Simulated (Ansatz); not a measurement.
Ansatz results at the PBE0-D4/def2-TZVP geometry: HOMO–LUMO gap (B3LYP/def2-TZVPP) 5.77 eV; LUMO energy (ωB97M-V/def2-TZVPP) 1.40 eV; HOMO–LUMO gap (PBE/def2-TZVPP) 4.27 eV.

Each molecule was computed in one conformer, which needn't be the lowest.

**Question.** Which molecule gave them?
A. `OCC1CC1`
B. `C#[C][Al]([NH2])[NH2]`
C. `BC(=O)OC`
D. `NC#[C][AlH][NH2]`

**Answer.** D. The others give `OCC1CC1`: 8.35, 2.64, 6.46; `C#[C][Al]([NH2])[NH2]`: 6.42, 1.70, 4.61; `BC(=O)OC`: 5.79, 0.13, 3.83.

B3LYP here is the variant with VWN-RPA as its local correlation; programs differ in this.
